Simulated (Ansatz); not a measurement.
C3H9ISn, SMILES `[CH3][Sn]([CH3])([CH3])[I]`. Charge 0, multiplicity 1. Sn, I: def2 effective core potential. All single points use the PBE0-D4/def2-TZVP geometry.

```xyz
14

C     0.099   -2.047   -0.261
Sn    0.285    0.081   -0.226
C    -1.419    1.074   -1.049
C     0.830    0.833    1.698
I     2.357    0.674   -1.871
H    -0.724   -2.360    0.384
H    -0.095   -2.381   -1.280
H     1.025   -2.500    0.092
H    -1.599    0.713   -2.061
H    -2.299    0.875   -0.434
H    -1.237    2.148   -1.080
H     0.031    0.637    2.415
H     1.002    1.907    1.636
H     1.744    0.345    2.036
```

Q: What is the dipole moment at PBE/def2-TZVPP? (Best estimate.)

A: Ansatz gave: 3.13 D, with components (-2.39, -0.68, 1.90) D in this frame, pointing from negative to positive charge.

Q: And with r2SCAN, B3LYP, ωB97M-V? (An estimate is asked.)

A: Ansatz gave: r2SCAN 3.26 D, B3LYP 3.20 D, ωB97M-V 3.25 D.

Q: Give the Mulliken charges with PBE, B3LYP, ωB97M-V in def2-TZVPP. (An estimate is asked.)

A: Ansatz gave: 
```csv
atom,PBE,B3LYP,ωB97M-V
C1,-0.56,-0.57,-0.60
Sn2,0.90,0.98,0.81
C3,-0.56,-0.57,-0.60
C4,-0.56,-0.57,-0.60
I5,-0.34,-0.36,-0.31
H6,0.12,0.12,0.14
H7,0.13,0.13,0.15
H8,0.13,0.13,0.15
H9,0.13,0.13,0.15
H10,0.12,0.12,0.14
H11,0.13,0.13,0.15
H12,0.12,0.12,0.14
H13,0.13,0.13,0.15
H14,0.13,0.13,0.15
```

B3LYP here is the variant with VWN-RPA as its local correlation; programs differ in this.
